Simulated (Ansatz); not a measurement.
`Cl[SiH2]BBr` + NH₃ → `NBBr` + `[SiH3]Cl` at 700 K and 1 bar (cleavage of the B–Si bond).

Isolated molecules relaxed with PBE0-D4/def2-TZVP in Ansatz; ΔE leaves out vibrations. CBS: MP2 limit from def2 TZ/QZ plus the TZ coupled-cluster correction, frozen cores. This one scheme is used for every species. For Br outer-core shells are correlated without core-valence functions, which leaves a few kJ/mol of doubt a bond. Scalar relativity is left out up to krypton. Each species was taken in one conformer, which may not be the lowest.

| species | CCSD(T)/CBS energy (Eh) | H − E (kJ/mol) | S (J/(mol·K)) |
| --- | --- | --- | --- |
| `Cl[SiH2]BBr` | -3348.83281 | 146.2 | 444.7 |
| NH₃ | -56.50880 | 116.9 | 226.5 |
| `NBBr` | -2654.70322 | 151.4 | 344.2 |
| `[SiH3]Cl` | -750.69636 | 107.0 | 306.3 |

H − E and S are ideal-gas, rigid-rotor, harmonic terms from PBE0-D4/def2-TZVP, for one conformer and one mirror image of each species. 1 Eh = 2625.50 kJ/mol, R = 8.31446 J/(mol·K).

Q: By hand: ΔE, ΔH, ΔS and ΔG.

A: ΔE = (-2654.70322) + (-750.69636) − (-3348.83281) − (-56.50880) = -0.05797 Eh = -152.2 kJ/mol. Δ(H − E) = 151.4 + 107.0 − 146.2 − 116.9 = -4.7, so ΔH = -156.9 kJ/mol. ΔS = 344.2 + 306.3 − 444.7 − 226.5 = -20.7 J/(mol·K). ΔG = -156.9 − 700 × (-20.7)/1000 = -142.4 kJ/mol.

Q: By hand: the equilibrium constant, and the temperature at which ΔG would vanish if ΔH and ΔS stayed fixed.

A: log₁₀ K = −ΔG/(RT ln 10) = 10.6. ΔG = 0 at ΔH/ΔS = 7580 K, far beyond where these terms or the molecules hold.

ΔH outweighs TΔS. A doubt of 5 kJ/mol in ΔE shifts log₁₀ K by 0.4 here. Other conformers and mirror images would add mixing entropy, several J/(mol·K) or more a flexible species. Modes under 60 cm⁻¹, often nearly free rotors, make the harmonic entropy too high. These are equilibria of isolated gas molecules and say nothing of rates. Largest T1 diagnostic: 0.011 (customary marks: 0.02 for closed shells, 0.045 for open ones).
